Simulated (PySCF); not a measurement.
# The second ionisation energy along the second row

Calculated with PySCF 2.14 from differences of total energies of unrestricted determinants, without spin-orbit coupling. Values in eV. The last column holds reference values (NIST; (s) semi-empirical, (t) theoretical, else measured). Unmarked ones compare directly (S terms, centres of terms, or small fine structure); those marked * lie between the lowest fine-structure levels and include a spin-orbit shift.

```tsv
element	configurations	UHF	LDA	PBE	PBE0	r2SCAN	SCS-MP2 (valence)	reference
Be (aug-cc-pVQZ with one added diffuse shell each of s, p, d, f, g type, non-relativistic)	[He] 2s1 → 1s2	18.127	18.249	18.489	18.452	18.181	n/a	18.211
B (aug-cc-pVQZ with one added diffuse shell each of s, p, d, f, g type, non-relativistic)	[He] 2s2 → [He] 2s1	23.443	24.551	24.603	24.560	24.264	24.687	25.155
C (aug-cc-pVQZ with one added diffuse shell each of s, p, d, f, g type, non-relativistic)	[He] 2s2 2p1 → [He] 2s2	24.170	24.770	24.853	24.835	25.005	24.377	24.378
N (aug-cc-pVQZ with one added diffuse shell each of s, p, d, f, g type, non-relativistic)	[He] 2s2 2p2 → [He] 2s2 2p1	29.206	30.058	29.900	29.910	30.134	29.523	29.601 (s) *
O (aug-cc-pVQZ with one added diffuse shell each of s, p, d, f, g type, non-relativistic)	[He] 2s2 2p3 → [He] 2s2 2p2	34.575	35.587	35.276	35.310	35.479	34.983	35.121 *
F (aug-cc-pVQZ with one added diffuse shell each of s, p, d, f, g type, non-relativistic)	[He] 2s2 2p4 → [He] 2s2 2p3	33.395	35.279	35.428	35.258	35.116	34.890	34.950
Ne (aug-cc-pVQZ with one added diffuse shell each of s, p, d, f, g type, non-relativistic)	[He] 2s2 2p5 → [He] 2s2 2p4	39.268	41.442	41.143	41.006	41.133	40.904	40.963 *
```

```tsv
method	elements	mean error (eV)	mean absolute error (eV)	largest error (eV)
UHF	4	-0.890	0.890	-1.711
LDA	4	0.039	0.341	-0.604
PBE	4	0.170	0.446	-0.552
PBE0	4	0.102	0.400	-0.595
r2SCAN	4	-0.032	0.429	-0.890
SCS-MP2 (valence)	3	-0.176	0.176	-0.468
```

Errors include the incompleteness of the basis and the frozen core.

"Valence" correlates the outer s and p shells and, in groups 3 to 12 and the f block, the outer d or f shell, open or full, or the next shell where the ion has no valence electron left; the wider scheme adds the next inner shell.
